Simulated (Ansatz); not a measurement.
`BN=CSC` → `CB1NCS1`  (isomerisation)

Calculated with Ansatz (gas phase, PBE0-D4/def2-TZVP geometries, no zero-point term in ΔE). CCSD(T)/CBS is the MP2 limit (def2-TZVPP, def2-QZVPP) plus CCSD(T) − MP2 in def2-TZVPP, frozen cores. Functionals use def2-TZVPP. Each species was taken in one conformer, which may not be the lowest.

`BN=CSC`:

```xyz
11

B     0.263    0.955    1.740
N     0.755    0.014    0.897
C     1.173   -0.840    0.099
S     0.436   -1.284   -1.424
C    -0.986   -0.195   -1.438
H    -0.515    0.626    2.592
H     0.619    2.093    1.617
H     2.082   -1.416    0.289
H    -1.637   -0.404   -0.590
H    -1.520   -0.397   -2.367
H    -0.671    0.847   -1.417
```

`CB1NCS1`:

Cartesian coordinates in Å:
```
C 1.867 -0.256 -0.100
B 0.360 0.131 -0.101
N -0.801 -0.535 0.320
C -1.798 0.458 0.004
S -0.554 1.640 -0.651
H 2.289 -0.185 -1.106
H 2.441 0.431 0.529
H 2.036 -1.270 0.269
H -1.004 -1.430 0.731
H -2.324 0.863 0.872
H -2.512 0.153 -0.765
```

| level | ΔE (kcal/mol) |
| --- | --- |
| PBE-D4 | -31.5 |
| HF/def2-QZVPP | -33.7 |
| SCS-MP2/def2-QZVPP | -35.7 |
| HF/CBS(def2) | -33.6 |

What does CCSD(T)/CBS give? (Best estimate.)

Computed: -36.2 kcal/mol. The listed levels differ from it by 4.7, 2.5, 0.5, 2.6 kcal/mol.

Largest T1 diagnostic among the species: 0.015.

In def2-TZVPP, CCSD(T) changes the Hartree–Fock value by −1.8 kcal/mol (the triples alone add +0.9 kcal/mol) and MP2 by −3.7 kcal/mol. From PBE to PBE0 (25 % exact exchange), in def2-TZVPP and without D4, ΔE moves by −5.1 kcal/mol.
